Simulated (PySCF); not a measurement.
B3LYP has the VWN-RPA correlation part, as in Gaussian. 

Cartesian coordinates (Å):
SMILES: F[SiH]F
```xyz
4

F     -1.2318    -0.8168    -0.1259
Si    -0.0020     0.0417     0.4283
F      1.3366    -0.6294    -0.1324
H     -0.1029     1.4045    -0.1701
```
Charge 0, spin multiplicity 2.

Q: Give the total energy, highest occupied spin orbital and dipole moment at the level B3LYP-D3(BJ)/def2-TZVP (PySCF).

A: 
- total energy: -489.9766 Ha
- highest occupied spin orbital: -6.74 eV
- dipole moment: 0.300 e·Å
